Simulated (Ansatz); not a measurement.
Reaction (hydrogenolysis of a B–C bond): `C=C=C([SiH3])BF` + H₂ → `BF` + `C=C=C[SiH3]`

Calculated with Ansatz (gas phase, PBE0-D4/def2-TZVP geometries, no zero-point term in ΔE). CBS: MP2 limit from def2 TZ/QZ plus the TZ coupled-cluster correction, frozen cores. This one scheme is used for every species. DFT in def2-TZVPP. One conformer a species, not always the lowest.

```tsv
species	B2PLYP energy (Eh)
`C=C=C([SiH3])BF`	-531.91408
H₂	-1.16991
`BF`	-125.89962
`C=C=C[SiH3]`	-407.17604
```

Question: Work out ΔE.

Answer: ΔE = (-125.89962) + (-407.17604) − (-531.91408) − (-1.16991) = 0.00833 Eh = +0.23 eV. CCSD(T)/CBS gives +0.27 eV.

Largest T1 diagnostic among the species: 0.014.

The D4 term adds +0.10 eV with B3LYP and +0.06 eV with PBE0; it sums over pairs of atoms, weighted by their polarisabilities, and B3LYP, whose exchange is more repulsive, gets the larger term. In def2-TZVPP, CCSD(T) changes the Hartree–Fock value by +0.22 eV (the triples alone add +0.06 eV) and MP2 by +0.29 eV.

B3LYP here is the variant with VWN-RPA as its local correlation; programs differ in this.
